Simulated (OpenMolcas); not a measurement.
## Nb4+: moving or changing the point charges

Nb4+ among 6 point charges of -1 e arranged as an octahedron (Oh), 1.82 Å from the ion.
```
   1.8200    0.0000    0.0000  -1.00
   0.0000    1.8200    0.0000  -1.00
  -1.8200    0.0000    0.0000  -1.00
   0.0000   -1.8200    0.0000  -1.00
   0.0000    0.0000    1.8200  -1.00
   0.0000    0.0000   -1.8200  -1.00
```

```yaml
Program: OpenMolcas 26.06
Method: "SS-CASPT2, IPEA 0.25 Eh, imaginary shift 0.1 Eh (closed shells correlated: 4s 4p)"
Basis: ANO-RCC-VDZP [6s5p3d1f]
Scalar_Hamiltonian: DKH2, point nucleus
Active_space: 1 electron in 5 orbitals (4d)
State_averaging: 2S+1 = 2 even, 5 roots
Spin-orbit_coupling: state interaction with AMFI integrals over the reference wave functions
```

Runs around this geometry, states (labels of O, the rotations of Oh). Energies in cm-1 above the lowest state or level, χT in cm3 K/mol; under a threefold ground state the first gap can be a small split of the lowest multiplet, not the spin-orbit step; 10Dq is the gap between the two states.

```json
{"R (Å)": "1.82", "q (e)": "-0.5", "Ground state": "2T2", "First state of that spin": "2E 5680", "10Dq": "5675", "First gap with spin-orbit (degeneracies)": "1200 (4, 2)", "χT at 300 K": "0.162"}
{"R (Å)": "1.65", "q (e)": "-1", "Ground state": "2T2", "First state of that spin": "2E 17580", "10Dq": "17581", "First gap with spin-orbit (degeneracies)": "1020 (4, 2)", "χT at 300 K": "0.156"}
{"R (Å)": "1.82", "q (e)": "-1", "Ground state": "2T2", "First state of that spin": "2E 11430", "10Dq": "11426", "First gap with spin-orbit (degeneracies)": "1100 (4, 2)", "χT at 300 K": "0.151"}
{"R (Å)": "1.98", "q (e)": "-1", "Ground state": "2T2", "First state of that spin": "2E 7800", "10Dq": "7801", "First gap with spin-orbit (degeneracies)": "1160 (4, 2)", "χT at 300 K": "0.153"}
```

Taking |10Dq| as R^-n, n = -ln(7801 / 17581) / ln(1.98 / 1.65) = 4.5 between the shortest and longest distance. The point-charge formula for a cubic d site gives n = 5.

Scaling the charges by -0.5 / -1 = 0.50 scales |10Dq| by 5675 / 11426 = 0.50; with fixed orbitals a first-order splitting would follow the charge.

Roots that are degenerate in the reference are averaged as groups; the widest CASPT2 spread within a group is 15 cm-1 (the 2-fold group of multiplicity 2 near 7800 cm-1 above the lowest state of its run, R = 1.98, q = -1). Shifts and gaps below about the spread of the groups concerned are not significant. An orbital triplet at a regular site is open to Jahn-Teller coupling, which can distort the site and quench the lowest spin-orbit gaps and is left out. Free-ion shares, where given, are those of the reference states; single-state CASPT2 does not remix them. This field is weak: 10Dq is about 5675 cm-1, while octahedral complexes of 4d ions of charge 3 and more, computed by the same method with explicit ligands, had a median near 25000 cm-1. Ground spin and moment need not be those of a real site (figures for R = 1.82, q = -0.5; the like holds for R = 1.82, q = -1, R = 1.98, q = -1). This is an electrostatic model: the charges have no orbitals. No measured value stands beside these numbers.
